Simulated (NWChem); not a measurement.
**HCl3Ge in NWChem**

```xyz
5

Ge     0.0302     0.4329     0.0000
Cl    -1.0306    -0.2396     1.7518
Cl    -1.0306    -0.2396    -1.7518
Cl     1.9963    -0.4511     0.0000
H      0.1370     1.9602     0.0000
```
Charge 0, spin multiplicity 1.

Everything below was run with NWChem. Structure: optimised with B3LYP/def2-SVP, a minimum by its harmonic frequencies.

Symmetry labels belong to the abelian group Cs used in the runs, with the axes of the coordinates shown; states degenerate in a higher group split over its labels.

The Hamiltonian is non-relativistic. The structure started from a generated list of species.

List the lowest 6 singlet excitations that TDA-CAM-B3LYP/def2-SVP gives, with oscillator strengths.


```tsv
state	symmetry	energy (eV)	wavelength (nm)	f
1	a"	6.51	191	0.000
2	a'	6.83	181	0.017
3	a"	6.83	181	0.017
4	a'	6.88	180	0.047
5	a"	7.16	173	0.023
6	a'	7.16	173	0.023
```
